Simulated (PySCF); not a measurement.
Heteronuclear NMR

Molfile (atoms numbered from 1):
```
C3H8BN
     RDKit          3D

 13 13  0  0  0  0  0  0  0  0999 V2000
    2.2801    0.2772    0.0253 B   0  0  0  0  0  0  0  0  0  0  0  0
    0.9607    0.1942   -0.3997 N   0  0  0  0  0  0  0  0  0  0  0  0
   -0.1851   -0.0966    0.3991 C   0  0  0  0  0  0  0  0  0  0  0  0
   -1.5023    0.5610    0.1166 C   0  0  0  0  0  0  0  0  0  0  0  0
   -1.3174   -0.9081   -0.1532 C   0  0  0  0  0  0  0  0  0  0  0  0
    3.1361    0.5335   -0.7892 H   0  0  0  0  0  0  0  0  0  0  0  0
    2.5344    0.0914    1.1938 H   0  0  0  0  0  0  0  0  0  0  0  0
    0.7474    0.3498   -1.3796 H   0  0  0  0  0  0  0  0  0  0  0  0
    0.0833   -0.2544    1.4469 H   0  0  0  0  0  0  0  0  0  0  0  0
   -2.1232    0.8706    0.9614 H   0  0  0  0  0  0  0  0  0  0  0  0
   -1.5528    1.2349   -0.7440 H   0  0  0  0  0  0  0  0  0  0  0  0
   -1.8081   -1.6331    0.5014 H   0  0  0  0  0  0  0  0  0  0  0  0
   -1.2427   -1.2290   -1.1967 H   0  0  0  0  0  0  0  0  0  0  0  0
  1  2  1  0
  2  3  1  0
  3  4  1  0
  4  5  1  0
  5  3  1  0
  1  6  1  0
  1  7  1  0
  2  8  1  0
  3  9  1  0
  4 10  1  0
  4 11  1  0
  5 12  1  0
  5 13  1  0
M  END
```

PySCF 2.14 calculation with shieldings: GIAO PBE0/pcSseg-1, structure optimised with PBE0-D3(BJ)/def2-SVP and couplings computed with B3LYP/pcJ-1 (spin–dipole term only in couplings to heteroatoms); in vacuum, no relativistic terms, a single conformation, one averaged value for each set of equivalent atoms.

**Question.** What are the ¹⁵N shifts?

**Answer.** 
| atoms | environment | σ (ppm) | δ (ppm) |
| --- | --- | --- | --- |
| N2 | nitrogen bonded to C, B, H | 105.0 | -246.5 |

Shieldings were converted by a linear fit to measured shifts: ¹⁵N (scatter 7.2 ppm rms vs CH3NO2, solution or neat liquid). A few per cent of atoms miss by over 2 rms, more outside the fitted compound classes. Couplings are scaled by factors fitted to measured values: ²J(H,H) × 0.91 (rms 0.6 Hz), ³J(H,H) × 0.91 (rms 0.4 Hz, 0.5 with 2 outliers); all others are unscaled and can be 10–30 % off.

Couplings (the largest are listed; each averaged over equivalent pairs): ¹J(B1,N2) = -29.7 Hz, ¹J(N2,C3) = -14.1 Hz, ²J(N2,H9) = -3.8 Hz, ²J(N2,H6) = -2.7 Hz, ³J(N2,H11) = -3.1 Hz, ³J(N2,H10) = -1.5 Hz. Signs are for ¹⁵N, whose magnetogyric ratio is negative.

On a 300 MHz spectrometer ¹⁵N resonates near 30.4 MHz, so 1 ppm is 30.4 Hz.
